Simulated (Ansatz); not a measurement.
Ansatz (an electronic-structure program) input (CCSD(T)/STO-3G):

Ansatz 0.2 input:
```yaml
crystal:
  periodic: [false, false, false]
  atoms:
    - {symbol: Si, position_ang: [-0.00000000, 0.00000000, -0.00000000]}
    - {symbol: C, position_ang: [-1.13964076, -0.58790502, 1.37471740]}
    - {symbol: C, position_ang: [1.16907239, 1.30977431, 0.67232606]}
    - {symbol: C, position_ang: [0.99681867, -1.45424606, -0.65251992]}
    - {symbol: C, position_ang: [-1.02625030, 0.73237678, -1.39452354]}
    - {symbol: H, position_ang: [-0.57116551, -1.01976896, 2.20180127]}
    - {symbol: H, position_ang: [-1.73378063, 0.23683714, 1.77538742]}
    - {symbol: H, position_ang: [-1.83277122, -1.35158716, 1.01402633]}
    - {symbol: H, position_ang: [1.78067580, 0.91336018, 1.48628883]}
    - {symbol: H, position_ang: [1.84583891, 1.67209833, -0.10513563]}
    - {symbol: H, position_ang: [0.61806067, 2.16996628, 1.05987498]}
    - {symbol: H, position_ang: [1.60520428, -1.90229378, 0.13669392]}
    - {symbol: H, position_ang: [0.34359856, -2.23411198, -1.05108102]}
    - {symbol: H, position_ang: [1.67036739, -1.14355563, -1.45473054]}
    - {symbol: H, position_ang: [-1.71726256, -0.00664169, -1.80694571]}
    - {symbol: H, position_ang: [-1.61827197, 1.58178261, -1.04558463]}
    - {symbol: H, position_ang: [-0.39049373, 1.08391466, -2.21059523]}
basis:
  gaussian:
    orbitals: STO-3G
magnetization: {spin_polarized: false}
correlation: {method: ccsd_t, electrons: outside_noble_gas}
```

End of the output:

```
integrals: 0.01 GiB planned
545 factors; integrals over basis functions are off by at most 3.2e-5 eV
0.13 GiB of device memory are held for the factors and their scratch space
mean field: 0.14 GiB planned
mean field evaluation 1: about -12034.6290 eV, gradient 1.3e1 eV
mean field evaluation 2: about -12034.8136 eV, gradient 1.3e1 eV
mean field evaluation 4: about -12035.5170 eV, gradient 2.1e-1 eV
mean field evaluation 8: about -12035.5166 eV, gradient 1.1e-6 eV
mean field evaluation 16: about -12035.5166 eV, gradient 1.2e-6 eV
mean field -12035.51660464 eV, -442.2970772543 hartree, gradient 1.2e-6 eV, S^2 0.000000; 0 other end points of the search recorded, 0 dependent functions left out
9 core orbitals not correlated
reference -12035.51660464 eV, -442.2970772543 hartree; 16, 16 occupied and 16, 16 virtual orbitals, 545 factors
second order -6.74271202 eV of doubles, -0.00000000 eV of singles
coupled cluster: 0.11 GiB planned
cycle   1  -8.23216139 eV  change    -1.5e0 eV  update   8.5e-2
cycle   2  -8.92844792 eV  change   -7.0e-1 eV  update   3.2e-2
cycle   3  -8.96688245 eV  change   -3.8e-2 eV  update   5.2e-3
cycle   4  -8.97224604 eV  change   -5.4e-3 eV  update   1.4e-3
cycle   5  -8.97211429 eV  change    1.3e-4 eV  update   3.0e-4
cycle   6  -8.97206251 eV  change    5.2e-5 eV  update   5.5e-5
cycle   7  -8.97208346 eV  change   -2.1e-5 eV  update   1.7e-5
perturbative correction -0.05148372 eV, -0.0018919920 hartree
Total energy: -12044.54017182 eV, -442.6286872319 hartree
```
